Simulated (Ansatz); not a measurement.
```yaml
crystal:
  periodic: [false, false, false]
  atoms:
    - {symbol: Al, position_ang: [-1.268485, 1.598634, -0.993935]}
    - {symbol: Si, position_ang: [0.234481, -0.335352, -0.808052]}
    - {symbol: Si, position_ang: [0.847462, -0.828886, 1.399083]}
    - {symbol: Cl, position_ang: [-0.664781, -2.041129, -1.597444]}
    - {symbol: H, position_ang: [-2.773928, 1.412159, -1.452905]}
    - {symbol: H, position_ang: [-0.708750, 3.034168, -0.608094]}
    - {symbol: H, position_ang: [1.493720, -0.122398, -1.580858]}
    - {symbol: H, position_ang: [1.703615, -2.042646, 1.458012]}
    - {symbol: H, position_ang: [-0.372657, -1.054444, 2.219975]}
    - {symbol: H, position_ang: [1.592423, 0.328694, 1.967217]}
basis:
  gaussian: {orbitals: ANO-RCC-VTZP}
hamiltonian: {xc: {name: RPBE}, dispersion: d3bj}
accuracy: high
scf: {lower_state_search: light}
output: {forces: true}
```

```sh
$ ansatz run in.yaml --threads 2 --pin off --events-out ev --progress --plain --max-ram 4352MiB
```

It prints (some lines left out):

```
Functional definition: RPBE
4047 factors; integrals over basis functions are off by at most 3.6e-9 eV
mean field evaluation 1: about -35053.4074 eV, gradient 2.4e1 eV
mean field evaluation 2: about -35054.1637 eV, gradient 2.0e1 eV
mean field evaluation 4: about -35055.7003 eV, gradient 1.5e0 eV
mean field evaluation 8: about -35055.7029 eV, gradient 1.7e-1 eV
mean field evaluation 16: about -35055.7030 eV, gradient 1.9e-5 eV
mean field -35055.70303050 eV, -1288.2733247619 hartree, gradient 5.4e-8 eV, S^2 0.000000; 0 other end points of the search recorded, 0 dependent functions left out
reference -35055.70303714 eV, -1288.2733250059 hartree; 32, 32 occupied and 188, 188 virtual orbitals, 4047 factors
Total energy: -35057.41748194 eV, -1288.3363296903 hartree
Relativity: scalar
Atom 0 at    -1.268485     1.598634    -0.993935 Å, force     0.156417    -0.207820     0.024283 eV/Å
Atom 1 at     0.234481    -0.335352    -0.808052 Å, force    -0.062267     0.311307     0.240598 eV/Å
Atom 2 at     0.847462    -0.828886     1.399083 Å, force    -0.076706     0.050541    -0.235083 eV/Å
Atom 3 at    -0.664781    -2.041129    -1.597444 Å, force    -0.135641    -0.255621    -0.097514 eV/Å
Atom 4 at    -2.773928     1.412159    -1.452905 Å, force    -0.143759    -0.020106    -0.040242 eV/Å
Atom 5 at    -0.708750     3.034168    -0.608094 Å, force     0.052306     0.135683     0.038842 eV/Å
Atom 6 at     1.493720    -0.122398    -1.580858 Å, force     0.164612     0.021913    -0.086804 eV/Å
Atom 7 at     1.703615    -2.042646     1.458012 Å, force     0.099603    -0.144962     0.004979 eV/Å
Atom 8 at    -0.372657    -1.054444     2.219975 Å, force    -0.140542    -0.026203     0.087070 eV/Å
Atom 9 at     1.592423     0.328694     1.967217 Å, force     0.085976     0.135267     0.063871 eV/Å
Dipole moment:     0.067861     0.259741     0.083075 e Å
```

Run time 5.1 min (2 threads of an Arm Neoverse V1 on a shared host); peak host memory 1.6 GiB.
